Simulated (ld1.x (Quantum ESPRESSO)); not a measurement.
**How hard is this Li TM potential?**

lithium (Li), norm-conserving Troullier–Martins (Kleinman–Bylander form), made with ld1.x (Quantum ESPRESSO) 7.5 (PBE, non-relativistic). Core none, reference 1s2 2s1 2p0. Waves: 2p (bound, empty): rc 4.20 bohr; 1s (bound): rc 0.70 bohr. Local part: the s channel. Core correction: none.

Occupied shells without a wave of their own: 2s. They enter only through the test configuration that unscreens the potential.

The pseudo-atom Hamiltonian at the reference potential is diagonalised in spherical Bessel functions j_l(qr) that vanish at 20 bohr, with q² up to the cutoff. All-electron valence levels (Ry): 2p -0.0801, 1s -3.8109, 2s -0.2112.

Question: How do the lowest levels (Ry) of each channel move with the cutoff, and are there ghosts?

Answer:

| cutoff (Ry) | p #1 | s #1 | s #2 | s #3 | d #1 | f #1 | f #2 | Σ f·Δε (mRy) |
| --- | --- | --- | --- | --- | --- | --- | --- | --- |
| 8 | -0.0801 | -1.7208 | -0.1269 | 0.0249 | 0.0439 | 0.0982 | 0.2207 | 4263.7 |
| 18 | -0.0801 | -2.4385 | -0.1619 | 0.0157 | 0.0439 | 0.0982 | 0.2207 | 2793.4 |
| 35 | -0.0801 | -3.0572 | -0.1860 | 0.0102 | 0.0439 | 0.0982 | 0.2207 | 1531.9 |
| 55 | -0.0801 | -3.4735 | -0.1999 | 0.0074 | 0.0439 | 0.0982 | 0.2207 | 685.3 |
| 90 | -0.0801 | -3.7328 | -0.2079 | 0.0058 | 0.0439 | 0.0982 | 0.2207 | 158.8 |
| 140 | -0.0801 | -3.8048 | -0.2101 | 0.0053 | 0.0439 | 0.0982 | 0.2207 | 12.6 |
| 230 | -0.0801 | -3.8093 | -0.2103 | 0.0053 | 0.0439 | 0.0982 | 0.2207 | 3.3 |
| 400 | -0.0801 | -3.8110 | -0.2103 | 0.0053 | 0.0439 | 0.0982 | 0.2207 | 0.0 |

Result: no extra level below or beside the all-electron valence levels (p, s, d, f tested); 10 mRy is reached at 160 Ry and 1 mRy at over 300 Ry.
